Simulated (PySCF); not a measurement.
## TcO2Cl3, singlet: computed properties

Method: B3LYP in PySCF with Tc def2-SVP with ECP28, O def2-SVP, Cl def2-SVP; scalar-relativistic core potentials, no spin–orbit coupling; density-fitted integrals.

The structure is a minimum.

```
Point group                                                                   : C2v
Bond lengths                                                                  : Tc–Cl 2.327 Å (×2), Tc–Cl 2.338 Å, Tc–O 1.659 Å (×2)
Bond angles                                                                   : Cl–Tc–Cl 81.7° (×2), Cl–Tc–Cl 163.5°, Cl–Tc–O 94.6° (×4), Cl–Tc–O 124.2° (×2), O–Tc–O 111.7°
Lowest empty level                                                            : -6.11 eV
Entropy at 298.15 K and 1 bar                                                 : 379.7 J/(mol K)
Rotational constants                                                          : 0.0641, 0.03911, 0.0294 cm⁻¹
Zero-point energy                                                             : 27.4 kJ/mol
Enthalpy at 298.15 K above 0 K                                                : 23.17 kJ/mol
Dipole moment                                                                 : 0.39 D
Rotational symmetry number                                                    : 2
Highest occupied level                                                        : -8.39 eV
Principal polarisabilities                                                    : 52.9, 75.1, 109.2 bohr³
Atomisation energy without zero-point energy                                  : 1880 kJ/mol
Principal quadrupole moments (Buckingham, traceless) about the centre of mass : -0.77, 0.35, 0.43 D Å
Heat capacity Cp at 298.15 K                                                  : 108.6 J/(mol K)
```

Harmonic modes (masses in u: Tc 98.907, O 15.995, Cl 34.969):
| symmetry | ω (cm⁻¹) | IR (km/mol) | μ (u) | type |
| --- | --- | --- | --- | --- |
| b2 | 36 | 0.0 | 26.65 | bend |
| a1 | 143 | 5.0 | 35.00 | bend |
| b2 | 215 | 1.3 | 28.63 | bend |
| b1 | 223 | 15.7 | 37.03 | bend |
| b1 | 267 | 76.4 | 21.11 | bend |
| a2 | 269 | 0.0 | 17.31 | bend |
| a1 | 292 | 9.3 | 30.91 | stretch |
| a1 | 320 | 0.0 | 21.45 | mixed |
| b1 | 370 | 72.0 | 36.54 | stretch |
| a1 | 400 | 20.5 | 32.66 | mixed |
| b2 | 1011 | 100 | 19.11 | stretch |
| a1 | 1036 | 75.4 | 17.44 | stretch |

In C2v the vibrations span 3b2 + 5a1 + 3b1 + a2. The a2 mode carries no infrared intensity, as symmetry demands.

Charges (e):
```tsv
atom	Mulliken	Löwdin	polar tensor	Mayer order to Tc1
Tc1	0.65	-0.48	2.18	–
O2,3	-0.22	0.01	-0.52	2.00
Cl4	-0.10	0.13	-0.40	1.14
Cl5,6	-0.06	0.16	-0.37	1.13
```

Mulliken populations on Tc1 (electrons outside its core potential): s 2.40, p 6.79, d 5.08, f 0.07.

Outer orbital energies (eV). occupied: -11.14, -10.86, -9.86, -9.68, -9.32, -9.26, -9.20, -8.39; empty: -6.11, -5.48, -4.18, -2.96.

Formally Tc is in oxidation state +7, d0. The polar-tensor charge on Tc, 2.18, is far below the formal one.

This need not be the most stable arrangement of these atoms.

The final relaxation and frequency run took of the order of 5 core-minutes on a shared host.
